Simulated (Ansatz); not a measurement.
Problem. Name a neutral molecule of B, Br, C, F and H with ideal-gas entropy at 298 K and 1 bar (rigid rotor, harmonic PBE0-D4/def2-TZVP) between 296 and 312 J/(mol·K) and LUMO energy (B3LYP/def2-TZVPP) between -1.80 and -1.50 eV (Ansatz, PBE0-D4/def2-TZVP geometry).

Solution. `BC(F)Br` (302 J/(mol·K), -1.66 eV). Other molecules can fit too; these were computed, each in one conformer that needn't be the lowest.

B3LYP here is the variant with VWN-RPA as its local correlation; programs differ in this.
